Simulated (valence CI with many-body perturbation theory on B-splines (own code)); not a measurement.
## Level structure of Sr XXXIV

Calculated by configuration interaction combined with many-body perturbation theory (CI+MBPT): three valence electrons over a frozen Dirac-Fock core [He], radial functions for each j: 11 s, 11 p, 9 d, 7 f, 5 g, 2 h, 1 i, with the one-electron correlation potential Σ1, the two-electron term Σ2, the three-electron term Σ3, Breit, model QED; selected CI, second order for the rest (own B-spline code, finite nucleus).

No measured spectrum was set against this ion. As an estimate, large intervals hold to a few tenths of a per cent, small ones and those within an open d or f shell to about a per cent.

Levels 1 to 45 of 98, with energies above the lowest level, (2s^2 2p1/2) J=1/2. "Leading %" is the weight of the configuration and term that name the level; weights of strongly mixed levels are sums over their largest components and can fall short. In the jj column 3d3/2^4 stands for four electrons in 3d with j = 3/2. Lifetimes count E1, E2, E3, M1 and M2 decay at the calculated energies, and are blank where another channel may lead or the interval is too uncertain; long ones can be off by a factor of two.

```csv
No.,Configuration,Term,J,E (eV),Leading %,g,Lifetime,Leading jj
1,2s2 2p,2P°,1/2,0.0,99,0.654,,2s^2 2p1/2 (99 %)
2,2s2 2p,2P°,3/2,77.3,98,1.325,462 ns,2s^2 2p3/2 (98 %)
3,2s 2p2,4P,1/2,94.6,78,2.448,560 ps,2s 2p1/2^2 (86 %)
4,2s 2p2,4P,3/2,146.7,96,1.698,5.92 ns,2s 2p1/2 2p3/2 (98 %)
5,2s 2p2,4P,5/2,166.2,65,1.450,808 ps,2s 2p1/2 2p3/2 (90 %)
6,2s 2p2,2D,3/2,201.8,79,0.905,15.4 ps,2s 2p1/2 2p3/2 (96 %)
7,2s 2p2,2P,1/2,209.6,74,1.108,8.11 ps,2s 2p1/2 2p3/2 (84 %)
8,2s 2p2,2D,5/2,243.9,65,1.333,57.4 ps,2s 2p3/2^2 (90 %)
9,2s 2p2,2S,1/2,291.8,71,1.753,9.74 ps,2s 2p3/2^2 (94 %)
10,2s 2p2,2P,3/2,293.1,79,1.238,6.25 ps,2s 2p3/2^2 (93 %)
11,2p3,4S°,3/2,311.8,44,1.509,10.6 ps,2p1/2^2 2p3/2 (93 %)
12,2p3,2D°,3/2,372.4,52,1.339,8.42 ps,2p1/2 2p3/2^2 (96 %)
13,2p3,2D°,5/2,385.7,100,1.191,10.8 ps,2p1/2 2p3/2^2 (100 %)
14,2p3,2P°,1/2,412.0,99,0.654,6.33 ps,2p1/2 2p3/2^2 (99 %)
15,2p3,2P°,3/2,473.6,61,1.261,5.73 ps,2p3/2^3 (97 %)
16,2s2 3s,2S,1/2,2368.7,96,1.998,69.7 fs,2s^2 3s (96 %)
17,2s2 3p,2P°,1/2,2404.5,94,0.668,1.23 ps,2s^2 3p1/2 (94 %)
18,2s2 3p,2P°,3/2,2426.0,90,1.341,711 fs,2s^2 3p3/2 (90 %)
19,2s 2p 3s,4P°,1/2,2439.0,91,2.486,72.3 fs,2s 2p1/2 3s (97 %)
20,2s 2p 3s,4P°,3/2,2450.9,74,1.622,65.7 fs,2s 2p1/2 3s (86 %)
21,2s2 3d,2D,3/2,2457.5,95,0.798,9.19 fs,2s^2 3d3/2 (95 %)
22,2s 2p 3s,2P°,1/2,2462.2,93,0.745,102 fs,2s 2p1/2 3s (93 %)
23,2s2 3d,2D,5/2,2464.3,96,1.197,10.2 fs,2s^2 3d5/2 (96 %)
24,2s 2p 3p,4D,1/2,2469.7,74,0.228,104 fs,2s 2p1/2 3p1/2 (99 %)
25,2s 2p 3p,4D,3/2,2480.4,56,1.189,99.5 fs,2s 2p1/2 3p1/2 (90 %)
26,2s 2p 3p,4P,1/2,2496.5,61,2.149,79.8 fs,2s 2p1/2 3p1/2 (92 %)
27,2s 2p 3p,4P,3/2,2498.5,28,1.437,73.5 fs,2s 2p1/2 3p3/2 (97 %)
28,2s 2p 3p,2P,1/2,2507.2,49,1.157,26.6 fs,2s 2p1/2 3p3/2 (88 %)
29,2s 2p 3p,4D,5/2,2508.5,65,1.371,806 fs,2s 2p1/2 3p3/2 (89 %)
30,2s 2p 3p,2D,3/2,2512.6,52,1.234,32.3 fs,2s 2p1/2 3p3/2 (93 %)
31,2s 2p 3s,4P°,5/2,2514.6,96,1.590,43.6 fs,2s 2p3/2 3s (96 %)
32,2s 2p 3d,4F°,3/2,2520.2,79,0.520,53.3 fs,2s 2p1/2 3d3/2 (98 %)
33,2s 2p 3s,2P°,3/2,2528.2,83,1.383,63.5 fs,2s 2p3/2 3s (97 %)
34,2s 2p 3d,4F°,5/2,2528.7,71,1.085,29.0 fs,2s 2p1/2 3d3/2 (56 %)
35,2s 2p 3d,4P°,5/2,2536.4,42,1.358,13.9 fs,2s 2p1/2 3d5/2 (68 %)
36,2s 2p 3d,4D°,3/2,2539.7,47,1.302,8.21 fs,2s 2p1/2 3d3/2 (68 %)
37,2s 2p 3d,4D°,1/2,2540.1,70,0.334,6.59 fs,2s 2p1/2 3d3/2 (90 %)
38,2s 2p 3d,4F°,7/2,2541.9,55,1.267,14.2 fs,2s 2p1/2 3d5/2 (91 %)
39,2s 2p 3d,2D°,3/2,2551.3,49,0.994,12.4 fs,2s 2p1/2 3d5/2 (63 %)
40,2s 2p 3d,2F°,5/2,2552.9,64,1.026,12.4 fs,2s 2p1/2 3d5/2 (83 %)
41,2s 2p 3p,4P,3/2,2555.0,50,1.607,91.9 fs,2s 2p3/2 3p1/2 (98 %)
42,2s 2p 3p,2D,5/2,2557.7,39,1.376,50.4 fs,2s 2p3/2 3p1/2 (95 %)
43,2s 2p 3s,2P°,1/2,2565.3,94,0.736,49.2 fs,2s 2p3/2 3s (92 %)
44,2s 2p 3s,2P°,3/2,2567.4,87,1.344,99.5 fs,2s 2p3/2 3s (90 %)
45,2s 2p 3p,4D,7/2,2569.6,100,1.422,17.8 ps,2s 2p3/2 3p3/2 (100 %)
```

The ionisation energy to 2s2 1S_0 of the next ion comes out as 4233.8 eV (NIST: 4232 ± 3 eV (semi-empirical)). All 98 levels together are meant to be complete up to 2728.4 eV.
